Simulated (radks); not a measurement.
Pt2+, configuration [Xe] 4f14 5d8 (the NIST ground configuration). Calculated with a radial shooting solver on a logarithmic mesh with Libxc functionals: non-relativistic Kohn-Sham, Wu-Cohen GGA, spin-polarised, spherical densities, point nucleus; open shells are filled with parallel spins first (spin-orbit coupling, left out, can overturn this in heavy ions); relativity is left out, which matters for an element this heavy.

Normalised radial functions P(r) = r R(r), r in bohr:

r,5d down
0.003406,0.0001
0.004617,0.0003
0.006257,0.0008
0.008412,0.0018
0.0114,0.0041
0.01545,0.0091
0.02094,0.0198
0.02838,0.0408
0.03816,0.0775
0.05171,0.1372
0.07008,0.2143
0.09498,0.2789
0.1287,0.2671
0.1731,0.1175
0.2346,-0.1634
0.3179,-0.4028
0.4308,-0.3606
0.5839,0.0260
0.7913,0.5367
1.064,0.8531
1.442,0.8522
1.954,0.6203
2.648,0.3354
3.589,0.1299
4.826,0.0335
6.54,0.0045
8.863,0.0003

5d down: eigenvalue -25.943 eV, 2 radial nodes at r = 0.199, 0.575 bohr, <r> = 1.53 bohr, 90 % of the charge inside 2.35 bohr.
